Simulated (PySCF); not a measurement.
3,6-dihydro-2H-pyran (C5H8O), SMILES C1C=CCCO1. Coordinates come from a PBE-D3(BJ)/def2-SVP optimisation. The values are those of a single conformer.

These are PBE-D3(BJ)/def2-SVP in PySCF values and carry that method's errors.

Harmonic wavenumbers (cm⁻¹): 174, 295, 381, 476, 520, 632, 756, 842, 890, 913, 951, 962, 990, 1022, 1050, 1094, 1172, 1179, 1208, 1267, 1298, 1318, 1357, 1364, 1385, 1403, 1423, 1681, 2842, 2892, 2954, 2990, 3001, 3035, 3090, 3110. Rotational constants (GHz): 5.048, 4.807, 2.684; symmetry number 1.

### Question
Work out the zero-point energy and the ideal-gas rigid-rotor harmonic-oscillator thermochemistry at 298.15 K and 1 atm.

### Answer
ZPE = ½ Σ hcν = ½ × 51917 cm⁻¹ = 310.53 kJ/mol. H − E(el) = 327.18 kJ/mol. Entropy in J/(mol K): translation 164.02, rotation 108.80, vibration 34.19, total 307.01. G − E(el) = 235.65 kJ/mol. Cp = 94.97 J/(mol K).
